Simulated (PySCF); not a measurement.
## Calculated data, B2H6N2, CH3ClOSi, BFH, CH3BO2 and others

All values are calculated (PySCF 2.14.0). Calculation on a computer-drawn molecule: optimised geometry and harmonic frequencies of an isolated molecule of the commonest isotopes, restricted reference for singlets and unrestricted otherwise, frozen core in MP2.

Common to all runs: multiplicity 1.

```yaml
- entry: 1
  formula: B2H6N2
  start_structure:
    atoms_angstrom:
      - [B, -0.8942, 1.4459, -0.8863]
      - [B, -1.0525, 0.645, 0.5418]
      - ["N", -0.11, 0.8069, 1.5912]
      - ["N", -2.1617, -0.229, 0.8219]
      - [H, -0.258, 0.9444, -1.8084]
      - [H, -1.3903, 2.4328, -1.1462]
      - [H, 0.617, 1.4858, 1.5334]
      - [H, -0.1662, 0.3515, 2.4717]
      - [H, -2.1772, -0.7532, 1.7188]
      - [H, -2.845, -0.4912, 0.1623]
  given:
    charge: 0
    method: HF
    basis: cc-pVDZ
    drawn_bonds_atom: [1, 2, 2, 1, 1, 3, 3, 4, 4]
    drawn_bonds_other_atom: [2, 3, 4, 5, 6, 7, 8, 9, 10]
    drawn_bonds_order: [1, 1, 1, 1, 1, 1, 1, 1, 1]
  results:
    optimised_atom_element: [B, B, "N", "N", H, H, H, H, H, H]
    "optimised_atom_x [angstrom]": [-0.9012, -1.054, -0.04793, -2.185, 0.1537, -1.842, 0.7978, -0.08961, -2.32, -2.95]
    "optimised_atom_y [angstrom]": [1.416, 0.6091, 0.7681, -0.2073, 1.505, 1.927, 1.267, 0.3623, -0.7296, -0.2788]
    "optimised_atom_z [angstrom]": [-0.9201, 0.6035, 1.59, 0.8587, -1.499, -1.476, 1.419, 2.502, 1.7, 0.2237]
    "modes_frequency [cm^-1]": [84.75, 246.3, 292.0, 355.4, 395.3, 409.3, 506.2, 637.0, 722.2, 788.3, 943.1, 994.4, 1017, 1266, 1383, 1413, 1746, 1755, 2634, 2686, 3815, 3815, 3923, 3925]
    "modes_reduced_mass [dalton]": [1.043, 2.279, 1.268, 1.135, 2.258, 1.977, 1.011, 1.269, 3.4, 1.553, 1.311, 1.798, 1.51, 1.271, 2.822, 3.917, 1.24, 1.158, 1.059, 1.121, 1.052, 1.052, 1.097, 1.097]
    "rotational_constants [GHz]": [8.88, 7.765, 4.202]
    "total_energy [hartree]": -161.8205
    "convergence_status_largest_gradient_component [hartree/bohr]": 1.108e-05
- entry: 2
  formula: CH3ClOSi
  start_structure:
    atoms_angstrom:
      - [C, -1.5333, 1.4849, -0.1624]
      - [Si, -0.3813, 1.9662, 0.9516]
      - [O, 1.1373, 1.4279, 1.1322]
      - [Cl, -0.6623, 3.3864, 2.368]
      - [H, -2.5187, 1.9324, -0.1718]
      - [H, -1.3345, 0.7189, -0.9022]
      - [H, 1.4497, 0.751, 0.5476]
  given:
    charge: 0
    method: MP2
    basis: "cc-pV(D+d)Z"
    drawn_bonds_atom: [1, 2, 2, 1, 1, 3]
    drawn_bonds_other_atom: [2, 3, 4, 5, 6, 7]
    drawn_bonds_order: [2, 1, 1, 1, 1, 1]
  results:
    optimised_atom_element: [C, Si, O, Cl, H, H, H]
    "optimised_atom_x [angstrom]": [-1.537, -0.3741, 1.174, -0.6711, -2.529, -1.331, 1.425]
    "optimised_atom_y [angstrom]": [1.479, 1.97, 1.434, 3.395, 1.94, 0.7052, 0.7432]
    "optimised_atom_z [angstrom]": [-0.1707, 0.9598, 1.158, 2.373, -0.1681, -0.9155, 0.5266]
    "modes_frequency [cm^-1]": [215.1, 219.4, 266.3, 266.5, 516.7, 550.9, 578.0, 697.8, 818.5, 931.8, 1073, 1361, 3206, 3319, 3861]
    "modes_reduced_mass [dalton]": [3.269, 14.0, 2.967, 1.268, 1.052, 8.019, 1.192, 1.394, 2.675, 1.81, 4.59, 1.251, 1.054, 1.116, 1.066]
    "rotational_constants [GHz]": [6.887, 3.593, 2.361]
    "total_energy [hartree]": -863.5122
    "convergence_status_largest_gradient_component [hartree/bohr]": 2.854e-05
- entry: 3
  formula: BFH
  start_structure:
    atoms_angstrom:
      - [B, -1.2105, 2.9413, -2.4325]
      - [F, -2.0317, 2.0476, -2.4137]
      - [H, -0.4154, 3.8066, -2.4507]
  given:
    charge: 1
    method: MP2
    basis: cc-pVDZ
    drawn_bonds_atom: [1, 1]
    drawn_bonds_other_atom: [2, 3]
    drawn_bonds_order: [1, 1]
  results:
    optimised_atom_element: [B, F, H]
    "optimised_atom_x [angstrom]": [-1.208, -2.042, -0.4078]
    "optimised_atom_y [angstrom]": [2.944, 2.037, 3.815]
    "optimised_atom_z [angstrom]": [-2.433, -2.413, -2.451]
    "modes_frequency [cm^-1]": [798.6, 798.6, 1585, 2906]
    "modes_reduced_mass [dalton]": [1.364, 1.364, 5.605, 1.162]
    "rotational_constants [GHz]": [35.26, 35.26]
    "total_energy [hartree]": -124.6568
    "convergence_status_largest_gradient_component [hartree/bohr]": 5.071e-06
- entry: 4
  formula: CH3BO2
  start_structure:
    atoms_angstrom:
      - [O, 2.1576, -0.4673, 0.1942]
      - [B, 0.9456, 0.039, 0.1679]
      - [C, -0.3102, 0.6414, 0.0923]
      - [O, -1.4689, -0.0391, -0.2585]
      - [H, 2.4363, -0.7901, 1.041]
      - [H, -0.4046, 1.7123, 0.2522]
      - [H, -2.0418, -0.0614, 0.4937]
  given:
    charge: 0
    method: MP2
    basis: cc-pVDZ
    drawn_bonds_atom: [1, 2, 3, 1, 3, 4]
    drawn_bonds_other_atom: [2, 3, 4, 5, 6, 7]
    drawn_bonds_order: [1, 2, 1, 1, 1, 1]
  results:
    optimised_atom_element: [O, B, C, O, H, H, H]
    "optimised_atom_x [angstrom]": [2.183, 0.9525, -0.3205, -1.484, 2.441, -0.4108, -2.047]
    "optimised_atom_y [angstrom]": [-0.477, 0.03564, 0.6496, -0.05176, -0.7957, 1.734, -0.05991]
    "optimised_atom_z [angstrom]": [0.1752, 0.1825, 0.09156, -0.2813, 1.054, 0.2554, 0.5053]
    "modes_frequency [cm^-1]": [150.5, 245.3, 342.4, 523.4, 577.6, 685.9, 856.3, 1050, 1136, 1243, 1351, 1809, 3168, 3824, 3826]
    "modes_reduced_mass [dalton]": [4.08, 1.737, 2.298, 1.386, 6.564, 1.156, 5.138, 1.26, 3.552, 1.105, 1.522, 9.178, 1.085, 1.066, 1.067]
    "rotational_constants [GHz]": [46.96, 3.765, 3.555]
    "total_energy [hartree]": -214.5768
    "convergence_status_largest_gradient_component [hartree/bohr]": 1.494e-05
- entry: 5
  formula: BH7N2Si
  start_structure:
    atoms_angstrom:
      - [B, -2.9312, -0.8075, 0.5113]
      - ["N", -1.7198, -0.6049, -0.0472]
      - [Si, -0.1418, -0.774, 0.691]
      - ["N", 0.5964, 0.6451, 1.2029]
      - [H, -3.917, -0.6383, -0.1057]
      - [H, -2.9857, -1.1768, 1.5705]
      - [H, -1.7599, -0.2686, -1.0103]
      - [H, 0.73, -1.1802, -0.467]
      - [H, -0.2244, -1.6484, 1.7446]
      - [H, 0.2668, 1.0879, 2.08]
      - [H, 0.9191, 1.3299, 0.6773]
  given:
    charge: 0
    method: HF
    basis: "cc-pV(D+d)Z"
    drawn_bonds_atom: [1, 2, 3, 1, 1, 2, 3, 3, 4, 4]
    drawn_bonds_other_atom: [2, 3, 4, 5, 6, 7, 8, 9, 10, 11]
    drawn_bonds_order: [1, 1, 1, 1, 1, 1, 1, 1, 1, 1]
  results:
    "total_energy [hartree]": null
    "rotational_constants [GHz]": null
```

**Q.** Give the missing total energy for BH7N2Si (entry 5).
**A.** -426.6900 hartree

**Q.** Give the missing rotational constants for BH7N2Si (entry 5).
**A.** 15.67, 3.146, 2.986 GHz

Further results for BH7N2Si (entry 5):

```
convergence status largest gradient component : 2.651e-06 hartree/bohr
```

Optimised structure:
```xyz
11
BH7N2Si
B     -2.9806    -0.9310     0.4788
N     -1.7425    -0.4763    -0.0015
Si    -0.1496    -0.7198     0.6849
N      0.6561     0.6976     1.2111
H     -3.9892    -0.6751    -0.1262
H     -3.0297    -1.5712     1.4950
H     -1.7796     0.0556    -0.8530
H      0.7266    -1.2984    -0.3564
H     -0.3505    -1.6371     1.8189
H      0.2665     1.2826     1.9261
H      1.2050     1.2373     0.5697
```

Modes:
```csv
frequency (cm⁻¹),reduced mass (dalton)
47.89,2.066
184.2,1.426
242.9,1.414
313.1,1.962
358.9,1.289
420.7,2.087
591,1.239
728.6,3.29
811.4,1.074
851.3,1.192
886.8,3.545
967.9,1.233
999.7,1.185
1013,1.119
1039,1.335
1102,1.364
1229,1.491
1367,1.292
1485,2.29
1693,1.115
2316,1.041
2353,1.039
2655,1.055
2718,1.129
3778,1.054
3778,1.071
3871,1.095
```
